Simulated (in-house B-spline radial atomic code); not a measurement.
## RPA and G0W0 on HSE06: Ar IX (Ar8+)

Configuration [He] 2s2 2p6, mean-field start HSE06. Computed with an all-electron radial atomic-structure program (B-spline basis): all electrons, non-relativistic, point nucleus, each spin shell either full or empty, empty states to l = 9 with an (l + 1/2)⁻⁴ tail; G0W0 by contour deformation at full frequency.

Command:
```bash
python run_gw.py task.json out
```
Settings (radii: box in bohr, nucleus in fm):
```
Z                        18
electrons                10
configuration            [He] 2s2 2p6
hamiltonian              nr
method                   hse06
lmax                     9
spin_polarised           False
box_radius               7.7
intervals                46
```

Time taken, with all properties: 0.7 s on 1 thread of AMD EPYC 7R43 64-Core Processor, on a shared host.

Energies (hartree):

| term | value |
| --- | --- |
| mean-field total | -506.22094 |
| Hartree-Fock functional on these orbitals | -505.96500 |
| direct second order | -0.65281 |
| second-order exchange | 0.23062 |
| SOSEX correction | 0.21974 |

**Question.** What is the RPA correlation energy, and what remains with SOSEX?

**Answer.** RPA gives -0.60917 hartree (-1.66 eV per electron); RPA + SOSEX gives -0.38943, and the second-order doubles -0.42219 hartree (no singles). SOSEX takes back 36 % of the RPA value.

Quasi-particle levels (eV):

```
level  occupied  mean field  Σx - vxc     Σc  QP weight      G0W0
   2p       yes     -402.21    -22.57      ?          ?         ?
   2s       yes     -468.40    -29.61   4.34      0.981   -493.67
   1s       yes    -3311.48    -90.23  25.13      0.939  -3376.58
   3s        no     -149.62      7.40  -0.70      0.998   -142.93
```

G0W0 = mean field + (Σx - vxc) + Σc, with Σc (partial-wave tail included) taken at the quasi-particle energy.

**Question.** Where does G0W0 put 2p?

**Answer.** At -422.86 eV, with Σc = 1.92 eV and a quasi-particle weight of 0.985. The tabulated removal energy is 422.6 ± 0.06 eV (NIST, semi-empirical); the calculation leaves out relativity, Breit and QED terms, and what these don't explain is the method's own error.
